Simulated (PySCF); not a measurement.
## Radial density of Br⁺ (bromine, charge +1)

TPSS, [Ar] 3d10 4s1 4p4 5s1, high-spin 5P determinant (an excited configuration). All numbers are calculated (PySCF 2.14, scalar relativity by spin-free X2C-1e, in aug-cc-pVDZ-DK).

| r (bohr) | 4πr²ρ (e/bohr) | 4πr²(ρα − ρβ) |
| --- | --- | --- |
| 0.000952 | 0.5762 | 0.0005 |
| 0.00160 | 1.374 | 0.0013 |
| 0.00269 | 3.226 | 0.0030 |
| 0.00453 | 7.288 | 0.0067 |
| 0.00762 | 15.24 | 0.0140 |
| 0.0128 | 27.83 | 0.0250 |
| 0.0216 | 40.63 | 0.0349 |
| 0.0363 | 42.18 | 0.0379 |
| 0.0610 | 35.39 | 0.0730 |
| 0.103 | 46.45 | 0.1741 |
| 0.173 | 45.80 | 0.0506 |
| 0.290 | 27.82 | 0.1743 |
| 0.488 | 34.72 | 0.3706 |
| 0.821 | 12.96 | 0.2510 |
| 1.38 | 4.314 | 2.2042 |
| 2.32 | 1.742 | 0.9956 |
| 3.91 | 0.4458 | 0.3811 |
| 6.58 | 0.05355 | 0.0535 |
| 11.1 | 2.153e-05 | 0.0000 |

Densities and radii are taken from the X2C orbitals without a picture-change correction, which distorts them close to the nucleus.

The outer electron is Rydberg-like, and this basis confines it to a smaller radius and binds it less than a complete one would.
